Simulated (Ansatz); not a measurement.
# A basis-limit estimate, worked out

An elementary step of BNH6SO2, closed shell (BNH₄O₂ ([NH2][B]([OH])[OH]) + H₂S → BH₃SO₂ ([OH][B]([OH])[SH]) + NH₃ (still joined by a long B–N bond); B–N, H–S broken or loosened, B–S, N–H formed or tightened). “Start” and “end” are the PBE0-D4/def2-TZVP structures reached by relaxing down either side of its saddle point, with the molecules still in contact.

Ansatz 0.2.0; basis: def2-TZVPP and def2-QZVPP; cores frozen in the correlated methods.

Energies in eV:

| quantity | end | start |
| --- | --- | --- |
| Hartree–Fock, triple zeta (X = 3) | -17147.00007 | -17147.61837 |
| Hartree–Fock, quadruple zeta (X = 4) | -17147.60131 | -17148.23487 |
| MP2 correlation, X = 3 | -27.28882 | -26.86850 |
| MP2 correlation, X = 4 | -29.43452 | -28.99775 |
| CCSD(T) correlation, X = 3 | -29.29146 | -28.93943 |

Work out the step energy at the basis limit: extrapolate Hartree–Fock as E(X) = E∞ + A exp(−7.88 √X) and the MP2 correlation as E(X) = E∞ + B X^−2.97 (the exponents that Neese and Valeev fitted for def2-TZVPP and QZVPP), then add CCSD(T) − MP2 in triple zeta.

Each step is linear, so take the differences first (end − start): Hartree–Fock 0.61830 (X = 3) and 0.63356 (X = 4); MP2 correlation -0.42032 and -0.43677; CCSD(T) correlation -0.35203.
Two points give E∞ = E(4) + w [E(4) − E(3)], with w = 1/(exp(7.88 (2 − √3)) − 1) = 0.1377 for Hartree–Fock and w = 1/((4/3)^2.97 − 1) = 0.7407 for the correlation.
Hartree–Fock: 0.63356 + 0.1377 × 0.01526 = 0.6357 eV.
MP2 correlation: -0.43677 + 0.7407 × (-0.01645) = -0.4490 eV.
CCSD(T) − MP2: -0.35203 − (-0.42032) = 0.0683 eV.
Sum: 0.6357 + (-0.4490) + 0.0683 = 0.2550 eV, or 5.88 kcal/mol. Plain CCSD(T) in triple zeta gives 0.2663 eV, so the larger basis shifts the result by -0.0113 eV.

T1 diagnostic: at most 0.013.

Labels in which every atom is bracketed show which atoms are joined, not bond orders.

For scale, one of the runs: CCSD(T)/def2-TZVPP, 250 basis functions, launched by `ansatz run in.yaml --threads 8 --pin off --events-out ev --progress --plain --max-ram 19148MiB`. Hardware: 8 CPU threads of an Arm Neoverse V1, shared host. Wall time 99 s; peak host memory 5.6 GiB.
